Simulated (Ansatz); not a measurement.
Stepwise reaction of `[Cl][Sn][Cl]` with water, as a gas-phase model of exchange steps in deposition or etching. ΔE in kJ/mol; ΔG adds harmonic PBE0-D4 terms to CCSD(T)/CBS, at 1 bar.

Gas-phase electronic energies from Ansatz, PBE0-D4/def2-TZVP geometries. CBS: MP2 limit from def2 TZ/QZ plus the TZ coupled-cluster correction, frozen cores. This one scheme is used for every species. DFT in def2-TZVPP. B3LYP here is the variant with VWN-RPA as its local correlation; programs differ in this. Elements past krypton have def2 core potentials. For Sn outer-core shells are correlated without core-valence functions, which leaves a few kJ/mol of doubt a bond. Each species was taken in one conformer, which may not be the lowest.

```csv
step,reaction,PBE-D4,B3LYP-D4,ωB97M-V,CCSD(T)/CBS,ΔG(500 K)
2,`[OH][Sn][Cl]` + H₂O → `[OH][Sn][OH]` + HCl,60.7,62.2,59.3,60.4,57.5
```

Task: Give the row of step 1, `[Cl][Sn][Cl]` + H₂O → `[OH][Sn][Cl]` + HCl. (Best estimate.)

Result: Computed: 
```csv
step,reaction,PBE-D4,B3LYP-D4,ωB97M-V,CCSD(T)/CBS,ΔG(500 K)
1,`[Cl][Sn][Cl]` + H₂O → `[OH][Sn][Cl]` + HCl,69.1,71.7,68.9,68.8,62.4
```

Task: By hand: ΔE of the 2 steps together at CCSD(T)/CBS.

Result: (68.8) + (60.4) = 129.2 kJ/mol, or 64.6 kJ/mol a step.

In ΔE each step is lower than the one before. All are uphill at CCSD(T)/CBS. ΔG lies between 57.5 and 62.4 kJ/mol a step. PBE-D4 differs from CCSD(T)/CBS by 0.3 to 0.3 kJ/mol a step. Isolated molecules leave out the surface, adducts and barriers. Largest T1 diagnostic: 0.018.
